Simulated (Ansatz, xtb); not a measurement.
# C3H10BPSi: which of two isomers lies lower

We compare I, `[SiH3]PBC1CC1`, a singlet, with II, `BP[SiH2]C(=C)C`, a singlet. Both are isolated molecules in the gas phase, relaxed with PBE-D3(BJ)/def2-SVP; each stands in its lowest conformer found.

Q: Which of the two would you expect CCSD(T)/def2-SVP + ΔMP2/def2-TZVPP electronic energies to favour?

A: Too close to call at this level: CCSD(T)/def2-SVP + ΔMP2/def2-TZVPP gives E(II) − E(I) = −0.79 kcal/mol.

How the difference moves with the method:

| level | geometry | E(II) − E(I) (kcal/mol) | departure from the last row (kcal/mol) | job, with rough time for the two |
| --- | --- | --- | --- | --- |
| GFN2-xTB | GFN2-xTB | +7.51 | +8.30 | optimisation, 0.48 s |
| HF/STO-3G | GFN2-xTB | +8.47 | +9.26 | single point, 0.28 s |
| r2SCAN-D4/def2-SVP | GFN2-xTB | +3.82 | +4.61 | single point, 3.1 s |
| PBE-D3(BJ)/def2-SVP | PBE-D3(BJ)/def2-SVP | +3.57 | +4.36 | optimisation, 40 s |
| HF/def2-SVP | PBE-D3(BJ)/def2-SVP | −0.15 | +0.64 | part of the CCSD(T) run |
| MP2/def2-SVP | PBE-D3(BJ)/def2-SVP | +4.11 | +4.90 | part of the CCSD(T) run |
| CCSD(T)/def2-SVP | PBE-D3(BJ)/def2-SVP | +1.36 | +2.15 | single point |
| CCSD(T)/def2-SVP + ΔMP2/def2-TZVPP | PBE-D3(BJ)/def2-SVP | −0.79 |  | single point, 44 s |

As drawn, II has 1 C–Si, 1 C=C, 1 B–H in place of 1 C–B, 2 C–C, 1 Si–H. Structure I has a 3-membered ring, II no ring.

The largest departure from CCSD(T)/def2-SVP + ΔMP2/def2-TZVPP is that of HF/STO-3G, 9.26 kcal/mol. The last row adds to CCSD(T) the change of the MP2 difference between the two basis sets, here −2.15 kcal/mol.

With thermal terms from frequencies at re-optimised GFN2-xTB minima (ideal gas, soft modes damped towards free rotors, one conformer each, 298.15 K, 1 atm): on the last row, ΔE + ΔZPE = −1.75, ΔH = −1.22, ΔG = −1.97 kcal/mol.

The correlated steps freeze 14 core orbitals. Run with Ansatz 0.2.0, xtb 6.7.1; the last row on 4 threads of Arm Neoverse V2 on a shared host.
